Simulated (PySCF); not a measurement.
A structure optimised at PBE0-D3(BJ)/def2-SVP, used in a PySCF frequency run:

```xyz
7

W     -0.0448     0.1832     0.0000
N     -1.7599     0.4786     0.0000
H     -2.7592     0.6714     0.0000
F      0.4004     1.9782     0.0000
F      1.8624    -0.0476     0.0000
Cl    -0.0580    -1.0280     1.9150
Cl    -0.0580    -1.0280    -1.9150
```
Charge 0, spin multiplicity 1.

Task: Write its SMILES, formula and point group.

Result: [NH]=[W]([F])([F])([Cl])[Cl], Cl2F2HNW, Cs

Task: What are its rotational constants (standard atomic weights)?

Result: 1.8072, 1.3284, 1.2055 GHz
